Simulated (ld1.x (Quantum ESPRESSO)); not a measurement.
# What one change does to a pseudopotential (C (Z = 6), RRKJ)

carbon, norm-conserving RRKJ (Kleinman–Bylander form), made with ld1.x (Quantum ESPRESSO) 7.5 (PBE, scalar-relativistic). Core [He], reference 2s2 2p1 (charge +1). Waves: 2s (bound): rc 1.15 bohr; 2p (bound): rc 2.25 bohr; 3d channel at 0.45 Ry: rc 2.15 bohr. Local part: all-electron potential smoothed inside 0.85 bohr (lloc = -2). Core correction: none.

Change: wave 2p (bound): rc 2.25 bohr becomes 2p (bound): rc 1.66 bohr.

Cutoffs: the cutoffs (Ry, on a coarse ladder) from which the occupation-weighted sum of valence levels, in a spherical-Bessel basis at the reference potential, stays within 10 and 1 mRy of its value at 400 Ry; they do not see the model core or the augmentation charge, which bear on the density cutoff. Errors are all-electron minus pseudo energies relative to the spin-unpolarised reference configuration.

Problem. What does the change do?

Solution. The potential gets neither clearly harder nor softer (50 Ry and 70 Ry → 50 Ry and 70 Ry); the s channel sets the loose cutoff, while the largest relative change is in p, which becomes harder; of the 7 tests that both files solve, the error grows in 0 and shrinks in 7 by more than 15 % and 0.3 meV (median size 126.4 → 47.1 meV); neither file shows a bound ghost. Less of the atom is replaced, so other configurations are described better.

| quantity | base | changed |
| --- | --- | --- |
| cutoff, loose | 50 Ry | 50 Ry |
| cutoff, tight | 70 Ry | 70 Ry |
| loose cutoff by channel (10 mRy a level) | s 45 Ry, p 21 Ry | s 45 Ry, p 30 Ry |
| bound ghosts | none | none |
| error for 2s2 2p2, meV [ΔE -10.86 eV] | +53 | +17 |
| error for 2s2 2p0, meV [ΔE 24.16 eV] | +237 | +98 |
| error for 2s1 2p0, meV [ΔE 72.35 eV] | +641 | +313 |
| error for 2s1 2p3, meV [ΔE -2.38 eV] | +126 | +47 |
| error for 2s0 2p4, meV [ΔE 6.11 eV] | +185 | +85 |
| error for 2s2 2p1.5, meV [ΔE -6.90 eV] | +21 | +7.0 |
| error for 2s2 2p2.3, meV [ΔE -12.02 eV] | +66 | +20 |
